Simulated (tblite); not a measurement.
Compound: C5H7N3S.
Structure used (GFN2-xTB), in Å, numbered top down from 1:
```
atom  x, y, z in Å
C1    -2.2753    1.6344    0.0241
C2    -2.2367    0.4482   -0.5639
N3    -1.1116   -0.3548   -0.5738
N4    -1.1014   -1.5318   -1.1698
C5     0.1107   -2.0062   -0.9826
C6     0.8359   -1.0495   -0.2378
S7     2.4817   -1.1385    0.2999
C8     2.5965    0.4594    1.1519
N9     0.0342   -0.0219    0.0021
H10   -1.4113    2.0281    0.5292
H11   -3.1671    2.2319    0.0118
H12   -3.0652   -0.0048   -1.0870
H13    0.4270   -2.9564   -1.3553
H14    1.8666    0.4857    1.9543
H15    2.4035    1.2549    0.4397
H16    3.6049    0.5301    1.5456
```

Method: GFN2-xTB as coded in tblite; computed harmonic values from a numerical Hessian at the method's own geometry, unscaled. This tight-binding method is rough: wavenumbers can miss measured ones by several per cent, in bad cases by 10 to 20. One conformer, not necessarily the lowest.

Harmonic wavenumbers (cm⁻¹): 65.0, 107.1, 113.4, 120.9, 170.2, 206.7, 293.7, 331.0, 468.8, 497.6, 608.9, 647.4, 694.2, 714.1, 735.2, 814.1, 859.6, 952.1, 954.4, 978.6, 991.5, 996.7, 1039.9, 1075.3, 1221.2, 1311.6, 1315.0, 1324.0, 1349.3, 1375.9, 1405.8, 1431.3, 1439.2, 1488.7, 1680.3, 3043.5, 3048.4, 3065.0, 3099.6, 3129.7, 3169.6, 3208.9.

A = 2855, B = 951.6, C = 717.0 MHz; mass 141.036 u (most abundant isotopes); point group Cs, symmetry number 1.

**Question.** Zero-point energy?

**Answer.** ½Σν̃ = 25772 cm⁻¹ = 73.69 kcal/mol.

**Question.** Give the ideal-gas entropy at 500 K and 1 bar in the rigid-rotor, harmonic-oscillator model (classical rotation).

**Answer.** Translation 43.34, rotation 31.03, vibration 43.33: S = 117.7 cal/(mol K).

**Question.** And Cp and H(500 K) − H(0)?

**Answer.** Cp = 50.73 cal/(mol K), of which vibrations give 42.78 (their classical limit is 42 R = 83.5); H(500 K) − H(0) = 15.16 kcal/mol without the zero-point energy, 11.18 from vibrations.

**Question.** What must be added to the electronic energy to get the Gibbs energy at 500 K and 1 bar?

**Answer.** ZPE + [H(500 K) − H(0)] − T·S = 73.69 + 15.16 − 58.85 = 30.00 kcal/mol.

**Question.** Which modes carry the vibrational entropy at 500 K?

**Answer.** 65.0 cm⁻¹: 5.32; 107.1 cm⁻¹: 4.33; 113.4 cm⁻¹: 4.22; 120.9 cm⁻¹: 4.10; 170.2 cm⁻¹: 3.43; 206.7 cm⁻¹: 3.05 cal/(mol K); the other 36 give 18.89 together.

**Question.** How do the functions run with temperature in this model?

**Answer.** 
```csv
T (K),S (cal/(mol K)),Cp (cal/(mol K)),H − H(0) (kcal/mol),G − H(0) (kcal/mol),ln q(vib)
100,68.8,18.0,1.25,-5.62,1.32
200,83.7,26.1,3.45,-13.29,3.68
300,95.9,35.0,6.50,-22.28,6.00
800,145.0,65.1,32.75,-83.26,17.07
1000,160.2,71.0,46.40,-113.81,21.08
```

q(vib) and H(0) count from the zero-point level.

Hindered rotation and anharmonicity are outside this model. Other conformers, if any are populated, would add a mixing term that is left out.
